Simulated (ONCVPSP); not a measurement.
# thallium: from the effect back to the setting (ONCV)

Base potential:

thallium (Tl), optimised norm-conserving Vanderbilt (ONCV), made with ONCVPSP 4.0.1 (LDA (Perdew-Wang 92), scalar-relativistic). Core [Kr] 4d10 4f14, reference 5s2 5p6 5d10 6s2 6p1. Waves: 5s+6s: rc 1.25 bohr, ncon 4, nbas 8, qcut 8.3 1/bohr, 2 projectors; 5p+6p: rc 1.95 bohr, ncon 4, nbas 7, qcut 6.9 1/bohr, 2 projectors; 5d: rc 1.20 bohr, ncon 4, nbas 9, qcut 6.8 1/bohr, 2 projectors, debl 2.6 Ha. Local part: polynomial inside 0.80 bohr (lpopt 3, dvloc0 3 Ha). Core correction: polynomial model core, fcfact 0.25.

Cutoffs, loose and tight: the cutoffs (Ha) at which the residual kinetic energy of the hardest occupied pseudo-wave falls to 1 and 0.1 mHa per electron. They do not see the model core or the augmentation charge, which bear on the density cutoff. Test errors are all-electron minus pseudo excitation energies from the reference, over the configurations 5s2 5p6 5d10 6s2 6p0; 5s2 5p6 5d10 6s1 6p0; 5s2 5p6 5d10 6s0 6p0; 5s2 5p6 5d9 6s2 6p1; variants that change the core or the reference have their own tests. The largest error is taken over the tests solved by every variant that gives reliable tests at all, those not shown here included: 5s2 5p6 5d10 6s1 6p0; 5s2 5p6 5d10 6s2 6p0; 5s2 5p6 5d9 6s2 6p1.

Only the scale of all radii but the core radius (base = 1) is moved (1 further runs of the sweep failed or gave no value and are left out):

```csv
scale of all radii but the core radius (base = 1),"cutoff, loose","cutoff, tight",bound ghosts,largest test error (meV)
0.91,37 Ha,126 Ha,s,-9.0
0.97,32 Ha,99 Ha,none,-11 over the solved tests; 1 of 4 tests not solved or not reliable
1.2,26 Ha,47 Ha,p,-12
1.31,23 Ha,47 Ha,none,-14
```

Question: One more run gave cutoff, loose: 28 Ha; cutoff, tight: 38 Ha; bound ghosts: none; largest test error (meV): -12. Which value of the scale of all radii but the core radius (base = 1) was used?

Answer: 1.12. The loose cutoff moves one way along this sweep, from 37 Ha at 0.91 to 23 Ha at 1.31, which places the run between 0.97 and 1.2.
